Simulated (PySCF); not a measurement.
Species: C2H8O2SeSi.
SMILES with atom numbers: `[CH3:1][O:2][SiH2:3][Se@:4]([CH3:5])=[O:6]` (hydrogens: H7, H8, H9 on C1; H10, H11 on Si3; H12, H13, H14 on C5)

The calculation used PySCF, PBE0-D3(BJ)/def2-SVP geometry optimisation, gas phase.

List the bond lengths, angles and torsions at this level.

| bond | length (Å) |
| --- | --- |
| C1–O2 | 1.403 |
| O2–Si3 | 1.661 |
| Si3–Se4 | 2.328 |
| Se4–C5 | 1.964 |
| Se4=O6 | 1.669 |
| C1–H7, C1–H8, C1–H9 | 1.103 |
| Si3–H10 | 1.489 |
| Si3–H11 | 1.491 |
| C5–H12, C5–H13, C5–H14 | 1.099 |

Bonds in one row agree within 0.01 Å and their mean is given. A selection of angles:
| angle | degrees |
| --- | --- |
| O2–C1–H7 | 111.7 |
| O2–C1–H8 | 108.7 |
| H7–C1–H8 | 108.0 |
| C1–O2–Si3 | 126.1 |
| O2–Si3–Se4 | 111.2 |
| O2–Si3–H10 | 113.0 |
| O2–Si3–H11 | 111.4 |
| Se4–Si3–H10 | 104.3 |
| Se4–Si3–H11 | 104.7 |
| H10–Si3–H11 | 111.8 |
| Si3–Se4–C5 | 94.6 |
| Si3–Se4–O6 | 91.5 |
| C5–Se4–O6 | 105.7 |
| Se4–C5–H12 | 107.1 |
| Se4–C5–H13 | 109.6 |
| H12–C5–H13 | 111.5 |
| H12–C5–H14 | 110.1 |

Torsions: C1–O2–Si3–Se4 166° (antiperiplanar); O2–Si3–Se4–C5 -68° (synclinal).

O2 (silyl ether oxygen) is bent (angle 126.1°). Se4 (selenium bonded to C, O and Si) is pyramidal (angles 105.7°, 94.6° and 91.5°, sum 291.7°, 0.95 Å off the plane of its three neighbours). Si3 (oxygen-bound silicon) is distorted tetrahedral (angles from 104.3° to 113.0°).

Point group: C1 (no symmetry element, even within 0.4 Å). No frequency check. The numbers are those of one conformer.
